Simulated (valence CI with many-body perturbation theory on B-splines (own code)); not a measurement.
## Br³⁺: calculated level list

Level of theory: valence CI with perturbative core correlation (CI+MBPT): four valence electrons over a frozen Dirac-Fock core [Ar] 3d10, a basis of 11 s, 11 p, 9 d, 7 f, 5 g, 2 h, 1 i functions for each j, with the one-electron correlation potential Σ1, the two-electron term Σ2, the three-electron term Σ3, Breit, model QED; selected CI, second order for the rest, scaled by the run's own slope (own B-spline code, finite nucleus).

No measured levels were compared; by estimate levels hold to about 250 cm⁻¹ or 0.2 % of their energy and the worst to 1 %, as in measured heavy ions of charge 2 to 7; those with d or f electrons hold less well. Core correlation moves these levels by up to 6900 cm⁻¹, and in measured spectra 5 to 20 % of such shifts remained as error; rates that hang on mixing are uncertain with them. Among the levels kept, up to 470 cm⁻¹ of a level comes from second order outside the variational space, and about a tenth of that is noise between levels of different J, which matters for small intervals.

Levels 1 to 45 of 82, with energies above the lowest level, 4s2 4p2 3P_0. "Leading %" is the weight of the configuration and term that name the level; weights of strongly mixed levels are sums over their largest components and can fall short. Lifetimes count E1, E2, E3, M1 and M2 decay at the calculated energies, and are blank where another channel may lead or the interval is too uncertain; long ones can be off by a factor of two.

```
No.  Configuration  Term  J  E (cm⁻¹)  Leading %  Lifetime      g
  1        4s2 4p2    3P  0       0.0         94                 
  2        4s2 4p2    3P  1      2619         96    3.16 s  1.501
  3        4s2 4p2    3P  2      5606         90    2.95 s  1.470
  4        4s2 4p2    1D  2     16188         90    202 ms  1.031
  5        4s2 4p2    1S  0     33581         92   23.8 ms       
  6         4s 4p3   5S°  2     82582         98    472 ns  1.999
  7         4s 4p3   3D°  1    110857         84   3.42 ns  0.521
  8         4s 4p3   3D°  2    110976         84   3.69 ns  1.179
  9         4s 4p3   3D°  3    111817         87   4.15 ns  1.334
 10         4s 4p3   3P°  0    127011         87   1.18 ns       
 11         4s 4p3   3P°  1    127232         85   1.20 ns  1.482
 12         4s 4p3   3P°  2    127387         79   1.39 ns  1.471
 13         4s 4p3   1D°  2    138225         47   1.38 ns  1.019
 14      4s2 4p 4d   3F°  2    157300         94   7.00 ns  0.670
 15      4s2 4p 4d   3F°  3    159199         94   5.76 ns  1.085
 16         4s 4p3   3S°  1    161435         70   61.8 ps  1.744
 17      4s2 4p 4d   3F°  4    162208         95            1.250
 18         4s 4p3   1P°  1    167346         54   99.3 ps  1.251
 19      4s2 4p 4d   3P°  2    175934         58   56.0 ps  1.383
 20      4s2 4p 4d   3P°  1    177247         40   48.2 ps  1.054
 21      4s2 4p 5s   3P°  0    178618         55   56.0 ps       
 22      4s2 4p 5s   3P°  1    179879         44   63.3 ps  1.117
 23      4s2 4p 4d   3D°  2    181212         59   45.3 ps  1.152
 24      4s2 4p 4d   3D°  3    181242         83   44.8 ps  1.326
 25      4s2 4p 4d   3P°  0    181258         49    504 ps       
 26      4s2 4p 4d   3P°  1    181763         35    126 ps  1.233
 27      4s2 4p 4d   1D°  2    182475         34   51.9 ps  1.132
 28      4s2 4p 5s   3P°  2    185921         90    472 ps  1.499
 29      4s2 4p 5s   1P°  1    187054         66    128 ps  1.104
 30      4s2 4p 4d   1F°  3    192226         92   43.7 ps  1.006
 31      4s2 4p 4d   1P°  1    200233         65   52.4 ps  0.997
 32      4s2 4p 5p    1P  1    211837         48   1.16 ns  0.787
 33      4s2 4p 5p    3D  1    215246         40   1.06 ns  0.972
 34      4s2 4p 5p    3D  2    215647         81   1.03 ns  1.186
 35      4s2 4p 5p    3P  0    216851         89   1.03 ns       
 36      4s2 4p 5p    3P  1    219309         63   1.04 ns  1.322
 37      4s2 4p 5p    3D  3    220172         94   1.00 ns  1.334
 38      4s2 4p 5p    3P  2    221240         76   1.06 ns  1.430
 39      4s2 4p 5p    3S  1    223370         82   1.00 ns  1.920
 40      4s2 4p 5p    1D  2    225674         83   1.35 ns  1.052
 41      4s2 4p 5p    1S  0    232939         89   1.23 ns       
 42            4p4    3P  2    234624         47    721 ps  1.471
 43            4p4    3P  1    238032         48    761 ps  1.499
 44            4p4    3P  0    239037         48    749 ps       
 45      4s 4p2 4d    5F  1    242020         96   48.0 ns  0.018
```

Names give the largest LS component (configuration and term), which can be under half, so a name can repeat, a term be missing and a line seem to break the LS rules; names also repeat where a configuration has a term twice.

The ionisation energy to 4s2 4p 2P°_1/2 of the next ion comes out as 46.97 eV (NIST: 47.782 ± 0.012 eV (measured), further off than twice its uncertainty). All 82 levels together are meant to be complete up to 271391 cm⁻¹.
